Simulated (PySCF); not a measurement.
## Radial density of Zr (zirconium, neutral)

M06-L, [Kr] 4d4, high-spin 5D determinant (an excited configuration). Computed with PySCF 2.14 in aug-cc-pwCVTZ-PP with ECP28MDF (8s8p7d4f3g, 122 functions), with scalar relativity through the core potential. This is the valence pseudo-density: the core potential removes the inner electrons and smooths the orbitals near the nucleus.

```json
{"r (bohr)": "0.0387", "4πr²ρ (e/bohr)": "1.279e-05", "4πr²(ρα − ρβ)": "0.0000"}
{"r (bohr)": "0.0651", "4πr²ρ (e/bohr)": "3.366e-05", "4πr²(ρα − ρβ)": "0.0000"}
{"r (bohr)": "0.110", "4πr²ρ (e/bohr)": "0.0001307", "4πr²(ρα − ρβ)": "0.0000"}
{"r (bohr)": "0.184", "4πr²ρ (e/bohr)": "0.001152", "4πr²(ρα − ρβ)": "0.0002"}
{"r (bohr)": "0.310", "4πr²ρ (e/bohr)": "0.02037", "4πr²(ρα − ρβ)": "0.0030"}
{"r (bohr)": "0.521", "4πr²ρ (e/bohr)": "0.6023", "4πr²(ρα − ρβ)": "0.0441"}
{"r (bohr)": "0.877", "4πr²ρ (e/bohr)": "6.209", "4πr²(ρα − ρβ)": "0.4613"}
{"r (bohr)": "1.47", "4πr²ρ (e/bohr)": "7.293", "4πr²(ρα − ρβ)": "1.5410"}
{"r (bohr)": "2.48", "4πr²ρ (e/bohr)": "1.808", "4πr²(ρα − ρβ)": "1.1841"}
{"r (bohr)": "4.17", "4πr²ρ (e/bohr)": "0.4233", "4πr²(ρα − ρβ)": "0.4198"}
{"r (bohr)": "7.02", "4πr²ρ (e/bohr)": "0.03927", "4πr²(ρα − ρβ)": "0.0393"}
{"r (bohr)": "11.8", "4πr²ρ (e/bohr)": "0.001906", "4πr²(ρα − ρβ)": "0.0019"}
{"r (bohr)": "19.9", "4πr²ρ (e/bohr)": "2.787e-05", "4πr²(ρα − ρβ)": "0.0000"}
```

Energies and moments cover only the electrons outside the core potential.
